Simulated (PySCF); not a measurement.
PySCF 2.14 output of an unrestricted r2SCAN calculation on a single atom or ion in x2c-QZVPPall (13s8p7d4f2g, 118 functions), with scalar relativity by spin-free X2C-1e:

```
SCF conv_tol = 1e-09
number electrons alpha = 24  beta = 19
    J. W. Furness, A. D. Kaplan, J. Ning, J. P. Perdew, and J. Sun.,  J. Phys. Chem. Lett. 11, 8208-8215 (2020)
    J. W. Furness, A. D. Kaplan, J. Ning, J. P. Perdew, and J. Sun.,  J. Phys. Chem. Lett. 11, 9248-9248 (2020)
    J. W. Furness, A. D. Kaplan, J. Ning, J. P. Perdew, and J. Sun.,  J. Phys. Chem. Lett. 11, 8208-8215 (2020)
    J. W. Furness, A. D. Kaplan, J. Ning, J. P. Perdew, and J. Sun.,  J. Phys. Chem. Lett. 11, 9248-9248 (2020)
cycle= 1 E= -4782.53592893738  delta_E= -0.0161  |g|= 0.0376  |ddm|= 0.398
cycle= 2 E= -4782.53610349996  delta_E= -0.000175  |g|= 0.0112  |ddm|= 0.0745
cycle= 3 E= -4782.53611285654  delta_E= -9.36e-06  |g|= 0.00153  |ddm|= 0.014
cycle= 4 E= -4782.53611331347  delta_E= -4.57e-07  |g|= 0.000707  |ddm|= 0.00652
cycle= 5 E= -4782.53611340348  delta_E= -9e-08  |g|= 0.000139  |ddm|= 0.0013
cycle= 6 E= -4782.53611340781  delta_E= -4.33e-09  |g|= 1.11e-05  |ddm|= 0.000491
cycle= 7 E= -4782.53611340785  delta_E= -3.37e-11  |g|= 7.1e-07  |ddm|= 3.56e-05
converged SCF energy = -4782.53611340785  <S^2> = 8.7511947  2S+1 = 6.0003982
```

The run itself started from symmetry-adapted Hartree-Fock orbitals and held the occupation by maximum overlap, on a logarithmic radial grid, so the iterations belong to that start.

Problem. Which element, charge and spin multiplicity is this?

Solution. Rh²⁺ (rhodium, charge +2), multiplicity 6; the state was [Kr] 4d6 5s1, high-spin 6D determinant (an excited configuration).
